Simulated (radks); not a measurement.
Problem. Species: the selenium ion Se4+. Configuration: [Ar] 3d10 4s2. Calculated with a radial shooting solver on a logarithmic mesh with Libxc functionals: Dirac Kohn-Sham, exchange-only PBE, spin-unpolarised, spherical densities, finite nucleus; Fermi nuclear charge, rms radius 4.14 fm. Some entries of the table are withheld. Estimate them.

| orbital | occ. | eigenvalue (eV) | <r> (bohr) | r(max) (bohr) |
|---|---|---|---|---|
| 1s1/2 | 2 | -12553.39 | 0.04408 | 0.02880 |
| 2s1/2 | 2 | -1657.049 | 0.1957 | 0.1645 |
| 2p1/2 | 2 | (1) | 0.1685 | 0.1295 |
| 2p3/2 | 4 | (2) | 0.1723 | 0.1327 |
| 3s1/2 | 2 | (3) | 0.5735 | 0.5022 |
| 3p1/2 | 2 | -206.6745 | 0.5816 | 0.4944 |
| 3p3/2 | 4 | -200.7814 | 0.5921 | 0.5029 |
| 3d3/2 | 4 | -103.3148 | 0.6219 | 0.4502 |
| 3d5/2 | 6 | -102.4099 | 0.6261 | 0.4529 |
| 4s1/2 | 2 | -60.7861 | 1.597 | 1.422 |
| 4p1/2 | 0 | -47.7048 | 1.794 | (4) |
| 4p3/2 | 0 | -47.0415 | 1.817 | (5) |
| 5s1/2 | 0 | -25.8456 | 3.347 | 3.242 |

Solution. 
(1) 2p1/2 eigenvalue (eV): -1491.978
(2) 2p3/2 eigenvalue (eV): -1450.187
(3) 3s1/2 eigenvalue (eV): -263.1586
(4) 4p1/2 r(max) (bohr): 1.577
(5) 4p3/2 r(max) (bohr): 1.600
